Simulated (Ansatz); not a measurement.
Relaxation of the cluster Ag₄O₃⁻ with UKS PBE-D4/def2-SVPD.

```sh
$ ansatz run in.yaml --threads 4 --pin off --events-out ev --progress --plain --max-ram 4787MiB
```

```yaml
crystal:
  periodic: [false, false, false]
  atoms:
    - {symbol: Ag, position_ang: [0.073530, -1.892500, -0.493170]}
    - {symbol: Ag, position_ang: [-0.428870, 0.728420, -0.420980]}
    - {symbol: Ag, position_ang: [-1.335480, 2.997010, -1.057830]}
    - {symbol: Ag, position_ang: [1.015820, -0.379610, 1.412770]}
    - {symbol: O, position_ang: [-0.933730, -0.734720, -1.642070]}
    - {symbol: O, position_ang: [1.234620, -2.269960, 1.142930]}
    - {symbol: O, position_ang: [0.374100, 1.551350, 1.058350]}
basis:
  gaussian: {orbitals: def2-SVPD}
total_charge: -1
magnetization: {spin_polarized: true, initial_magnetization: 1}
hamiltonian: {xc: pbe, dispersion: d4}
scf: {lower_state_search: "off"}
output: {orbitals: {seedname: orbitals}}
relax: {f_tol: 0.02, max_steps: 100}
```

Hardware: 4 threads of Arm Neoverse V1 on a shared host. Wall time 2.3 min, peak host memory 0.65 GiB.

Positions (Å) and forces (eV/Å) at steps 1, 2, 3, 4, 5, 6, 7, 8, 9, 10, 11, 12, 13, 14, 15, 16, 17, 19 of 19:

```xyz
7
step=1 energy=-22127.4579 eV
Ag    0.074   -1.893   -0.493    0.905   -1.572    0.449
Ag   -0.429    0.728   -0.421   -0.511   -0.427   -1.314
Ag   -1.335    2.997   -1.058   -0.158    0.453   -0.095
Ag    1.016   -0.380    1.413    0.239    1.863    1.280
O    -0.934   -0.735   -1.642   -1.714    0.080   -2.056
O     1.235   -2.270    1.143    0.334   -2.185   -0.195
O     0.374    1.551    1.058    0.903    1.788    1.931
7
step=2 energy=-22128.0120 eV
Ag    0.118   -1.950   -0.546    0.436   -0.335    0.478
Ag   -0.405    0.714   -0.454   -0.325   -0.230   -0.424
Ag   -1.335    3.065   -1.064    0.066   -0.028    0.076
Ag    1.021   -0.348    1.515   -0.063    0.837    0.184
O    -1.032   -0.788   -1.682   -0.522   -0.003   -0.775
O     1.252   -2.304    1.136    0.047   -0.953   -0.256
O     0.381    1.612    1.095    0.360    0.713    0.717
7
step=3 energy=-22128.1733 eV
Ag    0.143   -1.971   -0.531    0.144   -0.287    0.207
Ag   -0.467    0.655   -0.479   -0.392   -0.155   -0.572
Ag   -1.219    3.097   -0.904    0.124   -0.005    0.182
Ag    1.003   -0.280    1.489    0.119    0.329    0.205
O    -1.049   -0.890   -1.755   -0.038    0.091   -0.108
O     1.260   -2.309    1.150   -0.027   -0.270   -0.147
O     0.329    1.698    1.030    0.072    0.297    0.232
7
step=4 energy=-22128.3117 eV
Ag    0.140   -2.014   -0.502   -0.034   -0.044    0.003
Ag   -0.522    0.612   -0.539   -0.257   -0.236   -0.468
Ag   -1.114    3.139   -0.740    0.240   -0.085    0.338
Ag    1.007   -0.214    1.463    0.038    0.022    0.028
O    -1.039   -0.976   -1.809    0.125    0.061    0.177
O     1.267   -2.301    1.164    0.016    0.030    0.010
O     0.259    1.755    0.963   -0.128    0.252   -0.088
7
step=5 energy=-22128.4802 eV
Ag    0.142   -2.041   -0.480   -0.072    0.015   -0.070
Ag   -0.564    0.579   -0.609   -0.194   -0.343   -0.410
Ag   -1.008    3.155   -0.576    0.266   -0.032    0.388
Ag    0.991   -0.165    1.432    0.009   -0.100   -0.036
O    -1.030   -1.047   -1.833    0.100    0.011    0.153
O     1.277   -2.279    1.180    0.057    0.124    0.108
O     0.193    1.797    0.886   -0.166    0.326   -0.132
7
step=6 energy=-22128.6095 eV
Ag    0.143   -2.067   -0.454   -0.056    0.071   -0.057
Ag   -0.616    0.555   -0.698   -0.082   -0.246   -0.212
Ag   -0.911    3.201   -0.413    0.082    0.090    0.130
Ag    0.972   -0.132    1.390   -0.030   -0.104   -0.074
O    -1.017   -1.127   -1.850    0.023   -0.035    0.041
O     1.293   -2.248    1.207    0.054    0.137    0.107
O     0.136    1.818    0.818    0.009    0.086    0.066
7
step=7 energy=-22128.6354 eV
Ag    0.152   -2.067   -0.441   -0.020   -0.064   -0.053
Ag   -0.652    0.533   -0.754   -0.034    0.086   -0.011
Ag   -0.847    3.253   -0.331    0.003    0.030   -0.024
Ag    0.946   -0.127    1.357    0.008    0.062    0.011
O    -1.023   -1.187   -1.864    0.021   -0.038    0.022
O     1.315   -2.214    1.230   -0.003    0.053    0.007
O     0.109    1.809    0.804    0.026   -0.129    0.048
7
step=8 energy=-22128.6450 eV
Ag    0.169   -2.082   -0.457    0.019    0.127    0.029
Ag   -0.712    0.529   -0.761    0.047   -0.117    0.066
Ag   -0.737    3.275   -0.338    0.065   -0.021   -0.021
Ag    0.949   -0.101    1.338    0.013   -0.054   -0.055
O    -1.032   -1.218   -1.861   -0.043    0.013   -0.031
O     1.338   -2.163    1.222    0.032   -0.084    0.003
O     0.026    1.760    0.857   -0.132    0.136    0.009
7
step=9 energy=-22128.6749 eV
Ag    0.213   -2.072   -0.487    0.061    0.148    0.057
Ag   -0.801    0.506   -0.742    0.045   -0.113    0.104
Ag   -0.545    3.297   -0.381    0.157   -0.331    0.153
Ag    0.951   -0.071    1.316    0.019   -0.067   -0.034
O    -1.064   -1.255   -1.856   -0.026    0.078    0.032
O     1.385   -2.112    1.201    0.010   -0.095   -0.074
O    -0.139    1.707    0.948   -0.265    0.379   -0.238
7
step=10 energy=-22128.7261 eV
Ag    0.265   -2.047   -0.520    0.018    0.138    0.023
Ag   -0.891    0.477   -0.709    0.026   -0.074    0.054
Ag   -0.354    3.266   -0.404    0.093   -0.355    0.179
Ag    0.925   -0.041    1.320   -0.031   -0.036   -0.025
O    -1.089   -1.275   -1.845    0.005    0.071    0.070
O     1.430   -2.070    1.167    0.025   -0.029   -0.060
O    -0.288    1.690    0.991   -0.135    0.285   -0.241
7
step=11 energy=-22128.7725 eV
Ag    0.314   -1.994   -0.551   -0.003    0.040   -0.008
Ag   -0.972    0.453   -0.671   -0.003    0.010    0.014
Ag   -0.184    3.180   -0.435    0.047   -0.220    0.115
Ag    0.863   -0.029    1.356    0.008   -0.034   -0.047
O    -1.113   -1.269   -1.826    0.000   -0.019   -0.002
O     1.489   -2.027    1.120    0.013    0.042   -0.003
O    -0.397    1.686    1.007   -0.061    0.181   -0.069
7
step=12 energy=-22128.8014 eV
Ag    0.353   -1.948   -0.581   -0.001   -0.036   -0.010
Ag   -1.041    0.437   -0.669   -0.044    0.006    0.040
Ag   -0.013    3.079   -0.415    0.010   -0.152    0.096
Ag    0.830    0.005    1.352   -0.072    0.074    0.002
O    -1.139   -1.295   -1.817    0.027    0.014   -0.008
O     1.522   -1.954    1.096    0.042   -0.010   -0.030
O    -0.512    1.676    1.035    0.038    0.104   -0.090
7
step=13 energy=-22128.8151 eV
Ag    0.371   -1.923   -0.598    0.006    0.124    0.033
Ag   -1.153    0.408   -0.615    0.111    0.019   -0.053
Ag    0.145    2.957   -0.430   -0.047   -0.187    0.119
Ag    0.758    0.024    1.378    0.004    0.042   -0.066
O    -1.121   -1.282   -1.840   -0.069   -0.017    0.020
O     1.582   -1.876    1.049    0.012   -0.048    0.013
O    -0.581    1.692    1.055   -0.018    0.068   -0.065
7
step=14 energy=-22128.8285 eV
Ag    0.388   -1.856   -0.607   -0.013   -0.050    0.016
Ag   -1.206    0.397   -0.630    0.006    0.012   -0.034
Ag    0.285    2.822   -0.387   -0.070   -0.164    0.140
Ag    0.746    0.070    1.363    0.033   -0.001    0.000
O    -1.169   -1.298   -1.851    0.150    0.022    0.171
O     1.629   -1.813    1.047   -0.141    0.078   -0.172
O    -0.674    1.677    1.065    0.036    0.103   -0.122
7
step=15 energy=-22128.8456 eV
Ag    0.381   -1.848   -0.604   -0.004    0.016    0.021
Ag   -1.233    0.398   -0.646   -0.066    0.022    0.038
Ag    0.399    2.708   -0.331   -0.078   -0.133    0.154
Ag    0.731    0.118    1.340    0.030    0.004    0.003
O    -1.178   -1.313   -1.835    0.069   -0.033    0.007
O     1.657   -1.737    1.004   -0.036    0.005   -0.060
O    -0.757    1.674    1.071    0.084    0.119   -0.162
7
step=16 energy=-22128.8554 eV
Ag    0.385   -1.806   -0.603   -0.010   -0.015   -0.007
Ag   -1.318    0.376   -0.624   -0.012    0.065    0.017
Ag    0.521    2.556   -0.286   -0.088   -0.029    0.090
Ag    0.728    0.171    1.319   -0.024   -0.081    0.043
O    -1.169   -1.310   -1.848    0.003   -0.061   -0.014
O     1.679   -1.670    0.978    0.034    0.033   -0.015
O    -0.826    1.682    1.065    0.098    0.088   -0.114
7
step=17 energy=-22128.8574 eV
Ag    0.384   -1.806   -0.602   -0.015    0.002   -0.007
Ag   -1.313    0.390   -0.646   -0.019   -0.027    0.020
Ag    0.551    2.549   -0.262   -0.024   -0.007    0.037
Ag    0.680    0.144    1.352    0.075   -0.003   -0.048
O    -1.192   -1.337   -1.829    0.032    0.010   -0.001
O     1.719   -1.638    0.943   -0.046    0.000    0.025
O    -0.829    1.697    1.044   -0.002    0.026   -0.026
7
step=19 energy=-22128.8606 eV
Ag    0.375   -1.821   -0.596   -0.003   -0.004    0.002
Ag   -1.311    0.382   -0.642   -0.004    0.000   -0.003
Ag    0.530    2.587   -0.250   -0.001    0.001    0.002
Ag    0.712    0.156    1.322    0.003   -0.001    0.005
O    -1.182   -1.338   -1.836    0.003    0.000   -0.001
O     1.698   -1.660    0.960    0.000    0.002   -0.004
O    -0.822    1.694    1.042    0.001    0.002   -0.001
```

In the def2 sets Ag takes a core potential; there is no spin–orbit coupling. Another isomer (doublet) lies 0.76 eV lower at PBE0-D4/def2-TZVPD; other spin states weren't run for this one.
